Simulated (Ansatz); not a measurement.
Several settings on one geometry of `CO[Si](CCC(F)(F)C(F)(F)C(F)(F)C(F)(F)F)(OC)OC` (that of the charge 0 singlet, PBE-D4/def2-SVP). Ansatz on 2 threads of AMD EPYC 7R13 on a shared host and a share (18 GiB) of an NVIDIA H100 80GB HBM3; times are rough.

```xyz
35

C    -3.813    1.130   -0.026
O    -2.854    0.101   -0.194
Si   -1.808   -0.459    0.975
C    -0.251    0.569    1.129
C     0.580    0.550   -0.159
C     1.849    1.372   -0.032
F     1.546    2.663    0.319
F     2.660    0.872    0.950
C     2.704    1.493   -1.334
F     1.982    2.190   -2.252
F     3.830    2.195   -1.044
C     3.123    0.139   -1.988
F     2.045   -0.385   -2.628
F     3.524   -0.734   -1.030
C     4.280    0.259   -3.031
F     5.448    0.495   -2.419
F     4.027    1.252   -3.901
F     4.375   -0.896   -3.710
O    -1.283   -1.964    0.489
C    -2.140   -3.008    0.051
O    -2.698   -0.489    2.392
C    -2.209   -0.900    3.654
H    -4.534    1.085   -0.867
H    -4.374    1.021    0.928
H    -3.340    2.139   -0.037
H     0.359    0.186    1.974
H    -0.532    1.610    1.393
H     0.856   -0.490   -0.422
H    -0.001    0.953   -1.014
H    -1.516   -3.831   -0.352
H    -2.754   -3.414    0.886
H    -2.831   -2.662   -0.748
H    -3.051   -0.911    4.376
H    -1.770   -1.923    3.622
H    -1.431   -0.206    4.050
```

Totals from different functionals, basis sets or treatments of relativity can't be compared as stabilities.

The 6-31G sets use Cartesian d functions. LC-ωPBE has ω = 0.4 bohr⁻¹. Correlated methods freeze 26 core orbitals.

The spins typed aren't always the lowest for that charge.

**Question.** Give the basis size and estimate the energy, ⟨S²⟩ and time of these runs.

```csv
run,method,charge,state,further keys
1,RKS LC-ωPBE/def2-mTZVP,0,singlet,fitting: {mean_field: def2-universal-jkfit}; forces asked
2,"RHF, rpa/6-31++G**",0,singlet,fitting: {mean_field: def2-universal-jkfit}
3,RKS SVWN5/STO-3G,0,singlet,scf: {lower_state_search: off}
4,UKS B97/cc-pVDZ,-1,doublet,scf: {omitted_lower_state_checks: [starts]}; forces asked
```

**Answer.** 
```
run  functions  energy (Eh)  ⟨S²⟩  wall time
  1        475   -1764.3040     –       11 s
  2        500   -1760.8003     –        7 s
  3        127   -1728.9151     –      4.2 s
  4        377   -1764.0854  0.75       22 s
```

The highest occupied level of an anion often lies above zero with these methods, and sets without diffuse functions describe the outer electron poorly.
